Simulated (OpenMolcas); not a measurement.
## OpenMolcas run: Ir3+

Ir3+ with 4 ligands (water) in square-planar coordination (D2h) at 1.91 Å. Ligand basis ANO-RCC-VDZP.

Input:

```
&GATEWAY
Coord
13

Ir 0.0 0.0 0.0
O 1.910000 0.000000 0.000000
H 2.486978 0.779741 0.000000
H 2.486978 -0.779741 0.000000
O 0.000000 1.910000 0.000000
H 0.000000 2.486978 0.779741
H 0.000000 2.486978 -0.779741
O -1.910000 0.000000 0.000000
H -2.486978 0.779741 0.000000
H -2.486978 -0.779741 0.000000
O 0.000000 -1.910000 0.000000
H 0.000000 -2.486978 0.779741
H 0.000000 -2.486978 -0.779741
Basis=Ir.ANO-RCC-VDZP,H.ANO-RCC-VDZP,O.ANO-RCC-VDZP
Group=XYZ
NoMove
AngMom=0.0 0.0 0.0
AMFI
RICD
&SEWARD
* reference wave functions (RASSCF and RASSI steps not shown): 6 electrons in 5 orbitals (5d)
>>> COPY JOB001 $Project.JobIph
&CASPT2
Multistate=5 1 2 3 4 5
NoMult
Frozen=16 18
IPEA=0.25
Imaginary=0.1
MaxIter=60
WThr=0.0 0.3 0.05
PrWF=0.5
NoMix
>>> COPY JOB002 $Project.JobIph
&CASPT2
Multistate=45 1 2 3 4 5 6 7 8 9 10 11 12 13 14 15 16 17 18 19 20 21 22
23 24 25 26 27 28 29 30 31 32 33 34 35 36 37 38 39 40 41 42 43 44 45
NoMult
Frozen=16 18
IPEA=0.25
Imaginary=0.1
MaxIter=60
WThr=0.0 0.3 0.05
PrWF=0.5
NoMix
>>> COPY JOB003 $Project.JobIph
&CASPT2
Multistate=50 1 2 3 4 5 6 7 8 9 10 11 12 13 14 15 16 17 18 19 20 21 22
23 24 25 26 27 28 29 30 31 32 33 34 35 36 37 38 39 40 41 42 43 44 45 46
47 48 49 50
NoMult
Frozen=16 18
IPEA=0.25
Imaginary=0.1
MaxIter=60
WThr=0.0 0.3 0.05
PrWF=0.5
NoMix
```

Launched by
```bash
OMP_NUM_THREADS=1 MOLCAS_MEM=2457 MOLCAS_PROJECT=a pymolcas a.inp > a.log  # once for each step of the input, in one work folder
```

Output, cut to the results:

```
--- CASPT2 ---
Orbital specifications:
      -----------------------

      Symmetry species                           1   2
                                                ag  au
      Frozen orbitals                           16  18
      Inactive orbitals                          9  11
      Active orbitals                            5   0
      Secondary orbitals                        45  51
      Deleted orbitals                           0   0
      Number of basis functions                 75  80
Type of calculation                        SS-CASPT2
      Fock operator                              state-specific
      IPEA shift                                 0.25
      Real shift                                 0.00
      Imaginary shift                            0.10
      The input orbitals will be transformed to quasi-canonical
Reference energy:      -18113.7626746677
      E2 (Non-variational):      -1.1804775993
      Shift correction:          -0.0009979002
      E2 (Variational):          -1.1814754994
      Total energy:          -18114.9441501671
      Residual norm:              0.0000006979
      Reference weight:           0.76256
      Contributions to the CASPT2 correlation energy
      Active & Virtual Only:         -0.0704344834
      One Inactive Excited:          -0.2129751740
      Two Inactive Excited:          -0.8970679419
Reference energy:      -18113.7513398049
      E2 (Non-variational):      -1.1847839222
      Shift correction:          -0.0010103541
      E2 (Variational):          -1.1857942763
      Total energy:          -18114.9371340813
      Residual norm:              0.0000004401
      Reference weight:           0.76085
      Contributions to the CASPT2 correlation energy
      Active & Virtual Only:         -0.0735332742
      One Inactive Excited:          -0.2114014960
      Two Inactive Excited:          -0.8998491520
::    CASPT2 Root  1     Total energy: -18114.94415017
::    CASPT2 Root  2     Total energy: -18114.93713408
::    CASPT2 Root  3     Total energy: -18114.89990535
::    CASPT2 Root  4     Total energy: -18114.90030942
::    CASPT2 Root  5     Total energy: -18114.70989067
--- CASPT2 ---
Orbital specifications:
      -----------------------

      Symmetry species                           1   2
                                                ag  au
      Frozen orbitals                           16  18
      Inactive orbitals                          9  11
      Active orbitals                            5   0
      Secondary orbitals                        45  51
      Deleted orbitals                           0   0
      Number of basis functions                 75  80
Type of calculation                        SS-CASPT2
      Fock operator                              state-specific
      IPEA shift                                 0.25
      Real shift                                 0.00
      Imaginary shift                            0.10
      The input orbitals will be transformed to quasi-canonical
Reference energy:      -18113.8784147320
      E2 (Non-variational):      -1.1972692305
      Shift correction:          -0.0010280931
      E2 (Variational):          -1.1982973236
      Total energy:          -18115.0767120556
      Residual norm:              0.0000003662
      Reference weight:           0.75990
      Contributions to the CASPT2 correlation energy
      Active & Virtual Only:         -0.0749818795
      One Inactive Excited:          -0.2114276947
      Two Inactive Excited:          -0.9108596563
Reference energy:      -18113.8632927394
      E2 (Non-variational):      -1.1937390049
      Shift correction:          -0.0009907906
      E2 (Variational):          -1.1947297955
      Total energy:          -18115.0580225349
      Residual norm:              0.0000004331
      Reference weight:           0.76116
      Contributions to the CASPT2 correlation energy
      Active & Virtual Only:         -0.0764675141
      One Inactive Excited:          -0.2082301029
      Two Inactive Excited:          -0.9090413879
::    CASPT2 Root  1     Total energy: -18115.07671206
::    CASPT2 Root  2     Total energy: -18115.05802253
::    CASPT2 Root  3     Total energy: -18115.06439679
::    CASPT2 Root  4     Total energy: -18115.06021841
::    CASPT2 Root  5     Total energy: -18115.03743846
::    CASPT2 Root  6     Total energy: -18115.01910421
::    CASPT2 Root  7     Total energy: -18114.89902487
::    CASPT2 Root  8     Total energy: -18114.89451900
::    CASPT2 Root  9     Total energy: -18114.90033622
::    CASPT2 Root 10     Total energy: -18114.88685024
::    CASPT2 Root 11     Total energy: -18114.87847597
::    CASPT2 Root 12     Total energy: -18114.88019477
::    CASPT2 Root 13     Total energy: -18114.88015965
::    CASPT2 Root 14     Total energy: -18114.87748784
::    CASPT2 Root 15     Total energy: -18114.87460850
::    CASPT2 Root 16     Total energy: -18114.84842443
::    CASPT2 Root 17     Total energy: -18114.85530736
::    CASPT2 Root 18     Total energy: -18114.86387266
::    CASPT2 Root 19     Total energy: -18114.84673543
::    CASPT2 Root 20     Total energy: -18114.83965145
::    CASPT2 Root 21     Total energy: -18114.83704737
::    CASPT2 Root 22     Total energy: -18114.83162703
::    CASPT2 Root 23     Total energy: -18114.84342161
::    CASPT2 Root 24     Total energy: -18114.82892542
::    CASPT2 Root 25     Total energy: -18114.82177956
::    CASPT2 Root 26     Total energy: -18114.82116126
::    CASPT2 Root 27     Total energy: -18114.78452482
::    CASPT2 Root 28     Total energy: -18114.77466657
::    CASPT2 Root 29     Total energy: -18114.75646689
::    CASPT2 Root 30     Total energy: -18114.74380600
--- CASPT2 ---
Orbital specifications:
      -----------------------

      Symmetry species                           1   2
                                                ag  au
      Frozen orbitals                           16  18
...
```

Spin-orbit levels above the lowest, with the averaged single-state CASPT2 energies on the diagonal:

| E (cm-1) | Degeneracy | 2S+1 |
| --- | --- | --- |
| 0 | 1 | 3 (88 %) |
| 730 | 1 | 3 |
| 760 | 1 | 3 (82 %) |
| 1420 | 1 | 3 (87 %) |
| 2010 | 1 | 3 (76 %) |
| 7540 | 1 | 3 |
| 8490 | 1 | 3 |
| 8560 | 1 | 3 |
| 8670 | 1 | 3 (77 %) |
| 8710 | 1 | 3 (66 %) |
| 9890 | 1 | 3 (82 %) |
| 10700 | 1 | 3 (67 %) |
| 11550 | 1 | 3 (73 %) |
| 12150 | 1 | 3 (72 %) |
| 12770 | 1 | 3 (77 %) |
| 13700 | 1 | 3 |
| 13910 | 1 | 1 (57 %) |
| 15240 | 1 | 3 (88 %) |
| 15380 | 1 | 1 (65 %) |
| 18350 | 1 | 3 (72 %) |

Over all roots computed the reference weight is 0.75 to 0.77; a low but even weight reflects the number of correlated electrons. Spin-orbit coupling mixes the spin-free states strongly: the lowest level takes only 60 % from its leading state, 2S+1 = 3. The least metal-like active orbital is 72 % on the metal (Löwdin) and no ligand orbital is active, so the numbers are rough. Ligand-to-metal charge-transfer states are missing. With no ligand orbital active B as a rule stays too high, so bands that hang on it stand too high and its fall with covalency is understated. No measured value stands beside these numbers; the geometry is a model, was not optimised and need not be the one that this ion takes.

The CASPT2 steps took 3.9 min on 1 thread of Arm Neoverse V2, with other jobs on the host; the integral step is not counted.
